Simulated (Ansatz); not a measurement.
**Question.** Name a neutral molecule of C, Cl, F, Mo, N, O and H with size of the dipole moment (B3LYP/def2-TZVPP) between 6.15 and 6.45 D and HOMO energy (PBE0/def2-TZVPP) between -7.85 and -7.55 eV (Ansatz, PBE0-D4/def2-TZVP geometry).

**Answer.** `C[N]=[Mo]([F])([Cl])([O]C)[O]C` (6.25 D, -7.69 eV). Other molecules can fit too; these were computed, each in one conformer that needn't be the lowest.

B3LYP here is the variant with VWN-RPA as its local correlation; programs differ in this.
